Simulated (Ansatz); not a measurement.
The same path of C$_{2}$H$_{3}$BCl$_{2}$ (8 atoms, charge 0, multiplicity 1) was run twice with different band settings. The coordinate that changes most is the dihedral C1–C2–B3–Cl5.

Method: RKS PBE0-D4/cc-pVDZ (Ansatz).

Relaxed end points:

```xyz
8
Properties=species:S:1:pos:R:3
C 0.486 0.928 0.805
C -0.059 -0.260 0.499
B -0.367 -0.699 -0.945
Cl -1.081 -2.278 -1.253
Cl -0.026 0.334 -2.332
H 0.697 1.222 1.837
H 0.740 1.651 0.023
H -0.298 -0.956 1.311
```

```xyz
8
Properties=species:S:1:pos:R:3
C 0.492 0.925 0.804
C -0.062 -0.259 0.499
B -0.370 -0.697 -0.945
Cl -0.016 0.330 -2.332
Cl -1.100 -2.270 -1.252
H 0.704 1.219 1.837
H 0.754 1.644 0.021
H -0.310 -0.951 1.312
```

Common settings: movable images 9; spring 5.0 eV/Å²; start path IDPP; force threshold 0.05 eV/Å; iteration limit 60; end points relaxed.

| run | climbing image | optimiser |
| --- | --- | --- |
| 1 | yes | quadratic models (default) |
| 2 | from the first iteration | fire |

Problem. What does each run give, and how far can it be trusted?

Solution. Run 1: converged after 7 iterations, highest image 0.279 eV above the first end. A vibrational analysis at the climbing image gives one clearly imaginary mode, 141i cm⁻¹: a first-order saddle point.
Run 2: converged after 34 iterations, highest image 0.281 eV above the first end. Another band between the same ends (9 images) ends at a top of the same energy, where a vibrational analysis finds 1 clearly imaginary mode.
